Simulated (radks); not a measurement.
The rhodium ion Rh2+ is in [Kr] 4d7. Calculated with a radial shooting solver on a logarithmic mesh with Libxc functionals: non-relativistic Kohn-Sham, PBE, spin-polarised, spherical densities, point nucleus. Open shells are filled with parallel spins first. One electron is removed from 4s, 3d, 4p, 4d in turn, with full relaxation. Which removal costs least, and what does each cost?

Answer. 4d 31.338 eV; 4p 76.120 eV; 4s 104.41 eV; 3d 344.06 eV. The 4d electron leaves first.
